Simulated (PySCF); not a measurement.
Relaxation of triplet RuS(OH)2

Level of theory: UPBE/[Ru def2-SVP with ECP28, S def2-SVP, O def2-SVP, H def2-SVP], scalar-relativistic core potentials, density fitting, no spin–orbit coupling, PySCF. A (50,194) grid was used.

A hand-made T-shaped (ligand arrangement 2) (heavy-atom frame) start, of C2 symmetry, held to at least that symmetry:

```xyz
6
charge 0 multiplicity 3, angstrom
Ru    0.0000    0.0000   -0.4097
S     0.0000    0.0000    1.6703
O     1.8789    0.0000   -0.3441
O    -1.8789    0.0000   -0.3441
H     2.4956   -0.7354   -0.3226
H    -2.4956    0.7354   -0.3226
```

Optimiser trace:
| step | E − E(last) (kJ/mol) | largest gradient (Eh/bohr) |
| --- | --- | --- |
| 0 | 161.41 | 0.05206 |
| 1 | 87.60 | 0.04103 |
| 2 | 37.22 | 0.01259 |
| 3 | 17.20 | 0.02194 |
| 4 | 6.14 | 0.00545 |
| 5 | 2.78 | 0.00899 |
| 6 | 1.55 | 0.00447 |
| 7 | 1.01 | 0.00685 |
| 8 | 0.68 | 0.00173 |
| 9 | 0.50 | 0.00164 |
| 10 | 0.15 | 0.00316 |
| 11 | 0.04 | 0.00088 |
| 12 | 0.00 | 0.00039 |
| 13 | 0.00 | 0.00005 |

It ends at C2 with O–H 0.980 Å (×2), Ru–O 1.857 Å (×2), Ru–S 2.088 Å; H–O–Ru 117.7° (×2), O–Ru–O 128.0°, O–Ru–S 116.0° (×2) (after a last refinement on a finer grid). A frequency run shows a minimum.

Final geometry:
Z-matrix (Å, degrees; charge 0 multiplicity 3):
```
Ru
S  1 2.0880
O  1 1.8574 2 116.02
O  1 1.8574 2 116.02 3 180.00
H  3 0.9801 1 117.68 2 80.53
H  4 0.9801 1 117.68 2 80.53
```

Open d and f shells are described by one determinant, and the ground state may have another occupation or spin.

The relaxation took of the order of 90 core-seconds on a shared host.
